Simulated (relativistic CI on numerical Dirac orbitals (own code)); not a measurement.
**Calculated levels, Nb15+**

These numbers are calculated, not measured: Dirac-Coulomb-Breit CI, KLI orbitals optimised for each configuration, QED by a radiative potential, unscaled Slater integrals (own radial code, finite nucleus).

Configuration list (outside the closed core [Ne]): 3s2 3p6 3d8, 3s2 3p5 3d9, 3s2 3p4 3d10, 3s 3p6 3d9, 3p6 3d10, 3s2 3p6 3d7 4s, 3s2 3p6 3d7 4p, 3s 3p5 3d10, 3s2 3p6 3d7 4d, 3s2 3p6 3d6 4s2, 3s2 3p6 3d7 4f, 3s2 3p6 3d6 4s 4p, 3s2 3p5 3d8 4s, 3s2 3p6 3d7 5s, 3s2 3p6 3d6 4p2, 3s2 3p4 3d9 4s, 3s2 3p6 3d7 5p, 3s2 3p6 3d6 4s 4d, 3s2 3p5 3d8 4p, 3s2 3p4 3d9 4p, 3s2 3p6 3d7 5d, 3s2 3p6 3d6 4p 4d, 3s2 3p6 3d7 5f, 3s2 3p6 3d7 5g, 3s2 3p5 3d7 4s2, 3s2 3p4 3d9 4d, 3s2 3p6 3d7 6s, 3s2 3p5 3d8 4d, 3s 3p5 3d9 4s, 3s2 3p6 3d6 4d2, 3s2 3p6 3d7 6p, 3s 3p6 3d8 4s, 3s2 3p5 3d7 4s 4p, 3s2 3p6 3d7 6d, 3s 3p5 3d9 4p, 3s 3p6 3d8 4p. Levels of other configurations are missing.

The lowest level is 3s2 3p6 3d8 3F_4, with 98 % of that term; Hund's rules for 3s2 3p6 3d8 give 3F with J = 4, in agreement.

```
No.  Configuration  Term  J   E (eV)    %  Landé g  Lifetime (s)
  1    3s2 3p6 3d8    3F  4    0.000   98    1.245              
  2    3s2 3p6 3d8    3F  3    2.581  100    1.081      4.33e-03
  3    3s2 3p6 3d8    3F  2    3.095   63    0.819      6.21e-01
  4    3s2 3p6 3d8    3P  2    5.920   52    1.161      3.29e-03
  5    3s2 3p6 3d8    3P  0    8.125   94               3.08e+00
  6    3s2 3p6 3d8    3P  1    8.276  100    1.499      5.53e-03
  7    3s2 3p6 3d8    1D  2    8.869   49    1.180      1.74e-03
  8    3s2 3p6 3d8    1G  4   10.009   98    1.001      3.21e-03
  9    3s2 3p6 3d8    1S  0   20.537   93               3.08e-04
 10    3s2 3p5 3d9   3F°  4  151.213  100    1.248      7.20e-12
 11    3s2 3p5 3d9   1D°  2  153.881   73    0.995      4.44e-12
 12    3s2 3p5 3d9   3F°  3  157.144   77    1.136      4.31e-12
 13    3s2 3p5 3d9   3D°  2  161.641   45    1.165      2.65e-12
 14    3s2 3p5 3d9   3P°  1  162.787   87    1.386      2.92e-12
 15    3s2 3p5 3d9   3P°  0  163.211   99               3.13e-12
 16    3s2 3p5 3d9   3D°  3  165.128   70    1.248      1.94e-12
 17    3s2 3p5 3d9   3D°  1  167.792   65    0.691      1.93e-12
 18    3s2 3p5 3d9   3F°  2  171.627   60    0.859      3.88e-12
 19    3s2 3p5 3d9   3P°  2  176.071   47    1.306      1.96e-12
 20    3s2 3p5 3d9   1F°  3  186.283   87    1.026      1.17e-12
 21    3s2 3p5 3d9   1P°  1  186.742   66    0.916      1.77e-12
 22     3d7(4F) 4s    5F  5  223.415   94    1.387      5.06e-07
 23     3d7(4F) 4s    5F  4  224.778   70    1.307      5.23e-08
 24     3d7(4F) 4s    5F  3  226.283   91    1.237      2.07e-07
 25     3d7(4F) 4s    3F  4  226.711   68    1.265      2.00e-08
 26     3d7(4F) 4s    5F  2  227.040   90    1.008      2.39e-07
 27     3d7(4F) 4s    5F  1  227.476   87    0.074      1.93e-07
 28     3d7(4F) 4s    3F  3  228.555   86    1.111      1.61e-08
 29     3d7(4F) 4s    3F  2  229.305   52    1.049      1.95e-08
 30     3d7(4P) 4s    5P  2  230.188   43    1.348      2.98e-08
```

Energies count from the lowest computed level; ° marks odd parity; lifetimes are radiative, by E1, M1, E2, M2 decay to levels of this space only. Percentages are summed over parent terms; the parents shown are those of the largest component, closed shells are left out there.

The mean weight of the leading LS term, summed over parents, in these 30 levels is 77 %, and that of the leading jj configuration (from the same eigenvectors) 71 %.

At this charge energies of transitions that change n are usually good to better than 1 %, and those within a shell (Δn = 0) to a few per cent. Terms inside the open d or f shell come out 10 to 20 % too wide with unscaled integrals.

LS names give the leading component of a level, which can be under half, so a name can repeat, a term be missing and a line seem to break the LS rules.
